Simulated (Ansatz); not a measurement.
Consider the cleavage of the Si–Si bond: `F[Si](F)([SiH3])Cl` + `[NH2][GeH2][Cl]` → `F[Si](F)(Cl)[NH][GeH2][Cl]` + SiH₄.

Gas-phase electronic energies from Ansatz, PBE0-D4/def2-TZVP geometries. CCSD(T)/CBS adds triple-zeta CCSD(T) − MP2 to the extrapolated MP2 energy (def2 sets, frozen cores). This one scheme is used for every species. DFT in def2-TZVPP. B3LYP here is the variant with VWN-RPA as its local correlation; programs differ in this. For Ge outer-core shells are correlated without core-valence functions, which leaves a few kJ/mol of doubt a bond. Scalar relativity is left out up to krypton. Each species was taken in one conformer, which may not be the lowest.

(1) Is it downhill or uphill in electronic energy at CCSD(T)/CBS, and by how much? (Estimate.)

(2) What do these levels give: PBE-D4, PBE0-D4, B3LYP-D4, ωB97X-V, ωB97M-V, r2SCAN, SCS-MP2/def2-TZVPP, CCSD/def2-TZVPP, HF/def2-QZVPP, MP2/def2-QZVPP, HF/CBS(def2), CCSD/CBS(def2)? (An estimate is asked.)

Largest T1 diagnostic among the species: 0.012.

Answers

(1) Computed: Downhill: ΔE = -0.90 eV.

(2) Ansatz gave: PBE-D4 -0.64, PBE0-D4 -0.75, B3LYP-D4 -0.85, ωB97X-V -0.85, ωB97M-V -0.92, r2SCAN -0.80, SCS-MP2/def2-TZVPP -0.99, CCSD/def2-TZVPP -0.94, HF/def2-QZVPP -1.02, MP2/def2-QZVPP -0.98, HF/CBS(def2) -1.02, CCSD/CBS(def2) -0.91 eV.

From PBE to PBE0 (25 % exact exchange), in def2-TZVPP and without D4, ΔE moves by −0.12 eV. The D4 term adds −0.10 eV with B3LYP and −0.06 eV with PBE0; it sums over pairs of atoms, weighted by their polarisabilities, and B3LYP, whose exchange is more repulsive, gets the larger term.
